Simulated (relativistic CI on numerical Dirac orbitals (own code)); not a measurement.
## Slater and spin-orbit integrals, Pr VI

Calculated at this level of theory: Dirac-Coulomb-Breit CI, orbitals from a KLI potential per configuration, QED by a radiative potential, valence Slater integrals scaled by 0.85, P86 correlation energy added to each configuration (own radial code, finite nucleus).

Slater integrals F^k, G^k are unscaled and averaged over j, outside the closed core [Kr] 4d10; ζ comes from projecting the Hamiltonian with its Breit term on Σ l·s of the shell.

- 5s²5p⁵4f: ζ(5p) = 19267, F^2(5p,4f) = 54344, G^2(5p,4f) = 27778, G^4(5p,4f) = 21956, ζ(4f) = 832.18 cm⁻¹; <r>(5p) = 1.58, <r^2>(5p) = 2.797, <r>(4f) = 0.9138, <r^2>(4f) = 1.031 (bohr units).
- 5s²5p⁵5d: ζ(5p) = 20531, F^2(5p,5d) = 57969, G^1(5p,5d) = 69749, G^3(5p,5d) = 43999, ζ(5d) = 1509.8 cm⁻¹; <r>(5p) = 1.548, <r^2>(5p) = 2.684, <r>(5d) = 1.928, <r^2>(5d) = 4.187 (bohr units).
- 5s5p⁶5d: G^2(5s,5d) = 47967, ζ(5d) = 1502.3 cm⁻¹; <r>(5s) = 1.387, <r^2>(5s) = 2.149, <r>(5d) = 1.924, <r^2>(5d) = 4.168 (bohr units).

In this model ζ of a weakly bound d, f or g electron outside closed shells comes out too small, for d by up to a factor of two or three and at times with the wrong sign; that of an outer p electron is too small as well.

Averages of the first 10 configurations, taken without configuration mixing, which lowers the lowest level and can move excited configurations by several eV; other configurations of the list can lie among them:

| Configuration | Parity | States | Average energy above the lowest level (eV) |
| --- | --- | --- | --- |
| 5s²5p⁶ | even | 1 | 0.0 |
| 5s²5p⁵4f | even | 84 | 10.6 |
| 5s²5p⁵5d | odd | 60 | 28.6 |
| 5s5p⁶5d | even | 20 | 53.3 |
| 5s²5p⁵5f | even | 84 | 54.1 |
| 5s5p⁶4f | odd | 28 | 34.7 |
| 5s²5p⁵5g | odd | 108 | 64.5 |
| 5s²5p⁵6s | odd | 12 | 39.2 |
| 5s²5p⁵6p | even | 36 | 45.9 |
| 5p⁶4f² | even | 91 | 72.6 |
